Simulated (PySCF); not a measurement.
## Se²⁵⁺: fine-structure interval

Se²⁵⁺ [He] 2s2 2p5 [2p1/2^2 2p3/2^3, M_J = 3/2] → Se²⁵⁺ [He] 2s2 2p5 [2p1/2^1 2p3/2^4, M_J = 1/2], as a difference of total energies. Computed with PySCF 2.14 in an uncontracted even-tempered set (18 s from 7.8 bohr⁻², ratio 2.4; 12 p from 10 bohr⁻², ratio 2.4; 5 d from 41 bohr⁻², ratio 2.6; 4 f from 62 bohr⁻², ratio 2.6), with the two-component X2C-1e Hamiltonian. Correlated levels: nothing frozen; the 34 highest virtual spinors dropped. "Screened" scales the spin-orbit matrix elements by Boettger's factors to mimic the two-electron term; Breit and QED terms are absent.

| method | fine-structure interval (cm⁻¹) |
| --- | --- |
| GHF (screened spin-orbit) | 353850 |
| GMP2 (screened spin-orbit) | 354670 |
| GHF (bare spin-orbit) | 376450 |
